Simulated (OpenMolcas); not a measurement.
**Ir3+ in a point-charge field**

Ir3+ among 6 point charges of -1.5 e arranged as a trigonal antiprism (D3d), 2.15 Å from the ion, with a polar angle of 55.8° against the regular 54.74°.

```
Program             : OpenMolcas
Method              : SS-CASPT2, IPEA 0.25 Eh, imaginary shift 0.1 Eh (closed shells correlated: 5s 5p)
Basis               : ANO-RCC-VTZP [8s7p5d3f1g]
Scalar Hamiltonian  : DKH2, point nucleus
Active space        : 6 electrons in 5 orbitals (5d)
State averaging     : 2S+1 = 5 even, 5 roots; 2S+1 = 3 even, 45 roots; 2S+1 = 1 even, 50 roots
Spin-orbit coupling : RASSI with atomic mean-field integrals over the reference wave functions
```

The lowest spin-free states (labels of D3, the rotations of D3d), above the lowest:

```tsv
State	Degeneracy	E (cm-1)	Free-ion L (%)
5A1	1	0	D (100)
5E	2	390	D (100)
5E	2	7040	D (100)
3A2	1	12550	H (56)
3E	2	12770	H (57)
3E	2	14960	H (64)
3A1	1	15140	H (61)
1A1	1	16100	G (50)
3E	2	17240	H (67)
3A2	1	17710	H (67)
3A1	1	18110	G (69)
3E	2	18590	G (57)
3E	2	19130	H (50)
3E	2	19420	P (52)
1A2	1	19640	I (66)
3A2	1	19730	P (48)
1E	2	20010	I (62)
3A1	1	22000	F (71)
3E	2	22100	F (72)
3A2	1	23220	F (95)
```

The lowest levels with spin-orbit coupling:

```
E (cm-1)  Degeneracy  Label      2S+1               g
       0           1     A1  5 (86 %)                
     100           2      E  5 (84 %)  0.00 0.00 2.19
     420           2      E  5 (81 %)  0.00 0.00 1.41
     840           2      E  5 (81 %)  0.00 0.00 7.31
     860           1     A1  5 (72 %)                
     910           1     A2  5 (79 %)                
    4690           2      E  5 (71 %)  0.00 0.00 3.41
    4860           1     A1  5 (73 %)                
    5490           2      E         5  0.00 0.00 2.72
    5500           1     A2         5                
    9140           2      E  5 (58 %)  0.00 0.00 1.04
   10150           2      E  5 (75 %)  0.00 0.00 0.25
   10260           1     A1  5 (75 %)                
   11280           1     A2  5 (84 %)                
   11500           2      E  5 (70 %)  0.00 0.00 2.20
   11830           1     A2  5 (73 %)                
   11920           1     A1  5 (62 %)                
   12060           1     A1  3 (44 %)                
   14370           2      E  3 (66 %)  0.00 0.00 3.37
   14420           2      E  3 (61 %)  0.00 0.00 2.59
```

Powder χT (cm3 K/mol): 0.129 at 2 K, 0.643 at 10 K, 2.8 at 50 K, 3.72 at 100 K, 4.22 at 200 K, 4.43 at 300 K. The effective moment at 300 K is 2.828 √(χT) = 5.95 μB.

Roots that are degenerate in the reference are averaged as groups; the widest CASPT2 spread within a group is 150 cm-1 (the 2-fold group of multiplicity 1 near 59600 cm-1 above the lowest state of its run). Shifts and gaps below about the spread of the groups concerned are not significant. Spin-orbit coupling mixes the spin-free states strongly: the lowest level takes only 51 % from its leading state, 5A1. This shell can be high or low spin here, a state of another spin lies low, and with metal d orbitals alone active their balance is uncertain, so the ground spin may be wrong. Point charges give a weaker field than real ligands, and real ions of this kind are as a rule low spin; the high spin found here belongs to the model. Free-ion shares, where given, are those of the reference states; single-state CASPT2 does not remix them. Point charges carry no covalency, so the field is a model and not that of real ligands. No measured value stands beside these numbers.

With an even number of electrons the g values are those of a degenerate or nearly degenerate non-Kramers pair.
